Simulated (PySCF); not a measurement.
**One elementary step**

Start structure (BH5SeS, singlet), relaxed at PBE0-D4/def2-TZVP:

```
8
angstrom
B -0.7828 -0.4177 -0.2343
S 0.5326 -1.1092 -1.3261
H -1.2908 -1.2480 0.4681
H -1.4920 0.4459 -0.6685
H 1.0199 1.6720 0.6645
Se 0.1422 0.8062 1.4633
H 0.6789 -0.0628 -2.1541
H 1.2598 -0.0965 1.7716
```

The step: BH₃S ([BH2][SH]) + H₂Se → BH₃Se ([BH2][SeH]) + H₂S (still joined by a long B–S bond); bonds formed: S2–H5; dative contacts that become bonds: B1–Se6; bonds broken: H5–Se6; bonds weakened to dative contacts: B1–S2. Computed with PySCF 2.14 with density fitting (its default auxiliary sets; JK sets also for MP2 and CCSD(T)) (basis: def2-TZVPP and def2-QZVPP); correlated methods freeze the cores. Filled d shells of the heavier atoms are correlated. The def2 sets are not built for correlating such inner shells, so the correlated values are less sure here. Extrapolation: Hartree–Fock as exp(−7.88 √X), correlation as X^−2.97. Energies below are by CCSD(T) at an estimated basis limit (MP2 extrapolated from triple and quadruple zeta, plus CCSD(T) − MP2 in triple zeta).

Question: What are the electronic barrier and the energy of the step, from the start structure to the end structure? (Judge from chemistry; the value comes from the calculation.)

Answer: The calculation gives: Barrier 0.605 eV; step energy -0.061 eV (downhill); reverse barrier, their difference, 0.665 eV. Barrier and step energy count from the start structure, the reverse barrier from the end structure.

The saddle point: One imaginary mode of 844i cm⁻¹.
```csv
pair,start (Å),saddle (Å),end (Å)
B1–Se6,2.29,2.16,2.01
S2–H5,3.45,1.71,1.35
B1–S2,1.84,1.96,2.03
H5–Se6,1.47,1.72,3.37
```

Zero-point energy (harmonic, PBE0-D4): ZPE is 1.290 eV at the start and 1.210 eV at the saddle, so the barrier goes from 0.605 to 0.525 eV.

The T1 diagnostic stays at or below 0.011.

Labels in which every atom is bracketed show which atoms are joined, not bond orders.

For scale, one of the runs: CCSD(T)/def2-TZVPP, 191 basis functions, launched by `OMP_NUM_THREADS=4 python run.py`. Time: 6.5 min of wall clock on 4 CPU threads of an Arm Neoverse V2; the host was shared. Peak host memory: 2.4 GiB.
